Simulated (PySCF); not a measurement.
# Stretching RuCl

Set-up: Ru def2-TZVPP with ECP28, Cl def2-TZVPP; scalar-relativistic core potentials (PySCF 2.14). Energies in eV from Ru (4d7 5s1) + Cl in their ground configurations at the same level. All curves are PBE0. state 1: ⁴Δ (quartet), unpaired electrons π ↑↑, δ ↑; state 2: quartet, unpaired electrons σ ↑, π ↑, δ ↑, a mixture of terms (⟨Lz²⟩ = 5.0), a second solution, started from another occupation; state 3: ⁴Σ⁻ (quartet), unpaired electrons σ ↑, π ↑↑, a second solution, started from another occupation; state 4: ⁶Δ (sextet), unpaired electrons σ ↑↑, π ↑↑, δ ↑, a second solution, started from another occupation.

```
R (Å)  state 1  state 2  state 3  state 4
1.908   -2.557   -2.275   -2.015   -1.488
1.997   -3.102   -2.904   -2.560   -2.232
2.086   -3.390   -3.253   -2.852   -2.675
2.152   -3.488   -3.383   -2.953   -2.863
2.219   -3.513   -3.431   -2.981   -2.958
2.286   -3.484   -3.418   -2.953   -2.982
2.374   -3.385   -3.331   -2.854   -2.931
2.485   -3.199   -3.151   -2.663   -2.779
2.618   -2.926   -2.875   -2.377   -2.520
2.796   -2.533   -2.468   -1.959   -2.121
```

Problem. Put a parabola through the three lowest points of the state 1 curve and estimate Re, k and ωe (reduced mass 26.03 u; 1 eV/Å² = 0.16022 mdyn/Å; ωe = 1302.8·√(k/μ) cm⁻¹).

Solution. Through R = 2.152, 2.219, 2.286 Å the second-order coefficient is 6.01 eV/Å², so Re ≈ 2.217 Å, k ≈ 1.93 mdyn/Å and ωe ≈ 354 cm⁻¹. A polynomial fit of higher order to the unrounded PBE0 energies gives Re = 2.213 Å, k = 2.00 mdyn/Å, ωe = 361 cm⁻¹; anharmonicity and rounding make the difference.

The higher-order fit for each curve: state 1: Re = 2.213 Å, ωe = 361 cm⁻¹, De = 3.51 eV; state 2: Re = 2.235 Å, ωe = 366 cm⁻¹, minimum 3.43 eV below the ground-state fragments; state 3: Re = 2.216 Å, ωe = 362 cm⁻¹, minimum 2.98 eV below the ground-state fragments; state 4: Re = 2.278 Å, ωe = 362 cm⁻¹, minimum 2.98 eV below the ground-state fragments.

The metal atom is held in its measured ground configuration; semilocal functionals can put another filling of s and d lower by some tenths of an eV, and De to that atom would be smaller. Spin–orbit coupling is left out, which matters for elements this heavy, above all for dissociation energies. The state is the lowest single determinant that the PBE0 search found; with open d or f shells the true ground state can be another one.
